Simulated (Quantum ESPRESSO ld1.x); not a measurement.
Results of a calculation; reference values are marked as such.
Problem. Radial electron density D(r) = 4 pi r^2 rho(r) of an atom or ion with 56 electrons. Code: ld1.x of Quantum ESPRESSO 7.5. Model: Dirac Kohn-Sham, LDA (Slater exchange, Gunnarsson-Lundqvist correlation), spin-unpolarised, spherical densities, point nucleus.

| r (bohr) | D(r) (e/bohr) |
|---|---|
| 0.001244 | 3.530 |
| 0.00146 | 4.614 |
| 0.001713 | 6.006 |
| 0.002027 | 7.879 |
| 0.002378 | 10.14 |
| 0.002791 | 12.97 |
| 0.003302 | 16.64 |
| 0.003874 | 20.90 |
| 0.004547 | 25.97 |
| 0.005378 | 32.15 |
| 0.006312 | 38.80 |
| 0.007466 | 46.37 |
| 0.008762 | 53.79 |
| 0.01028 | 60.93 |
| 0.01216 | 67.43 |
| 0.01427 | 71.96 |
| 0.01675 | 74.30 |
| 0.01981 | 74.10 |
| 0.02325 | 71.73 |
| 0.02729 | 68.31 |
| 0.03228 | 65.50 |
| 0.03788 | 65.62 |
| 0.04445 | 69.80 |
| 0.05258 | 78.27 |
| 0.06171 | 87.69 |
| 0.07241 | 94.37 |
| 0.08566 | 94.50 |
| 0.1005 | 87.42 |
| 0.118 | 77.12 |
| 0.1395 | 69.89 |
| 0.1638 | 70.97 |
| 0.1937 | 77.99 |
| 0.2273 | 81.59 |
| 0.2668 | 74.48 |
| 0.3156 | 56.25 |
| 0.3703 | 38.17 |
| 0.4346 | 28.91 |
| 0.5141 | 29.61 |
| 0.6033 | 32.69 |
| 0.708 | 31.02 |
| 0.8375 | 23.66 |
| 0.9828 | 15.72 |
| 1.153 | 10.31 |
| 1.364 | 7.449 |
| 1.601 | 5.754 |
| 1.879 | 4.089 |
| 2.223 | 2.547 |
| 2.608 | 1.656 |
| 3.061 | 1.230 |
| 3.621 | 0.9081 |
| 4.249 | 0.5782 |
| 5.026 | 0.3376 |
| 5.898 | 0.2980 |
| 6.922 | 0.3561 |
| 8.188 | 0.3631 |
| 9.608 | 0.2660 |
| 11.28 | 0.1353 |
| 13.34 | 0.04366 |
| 15.65 | 0.009746 |
| 18.37 | 0.001417 |
| 21.73 | 0.0001156 |

What is the nuclear charge?

Solution. Z = 56. The innermost maximum, from 1s, lies near gamma/Z bohr with gamma = sqrt(1 - (Z/c)^2) = 0.913, here 0.0163 bohr (found: 0.0180), and its height grows with Z. The density is that of neutral barium in [Kr] 4d10 5s2 5p4 6s2 7s2; the configuration itself is not fixed sharply by these data, and Z only to a few units. D(r) has 5 maxima, at r = 0.0180, 0.0791, 0.224, 0.628, 7.62 bohr, and minima at 0.0350, 0.148, 0.463, 5.62 bohr, inside which lie 2.03, 11.18, 29.02, 54.10 electrons.
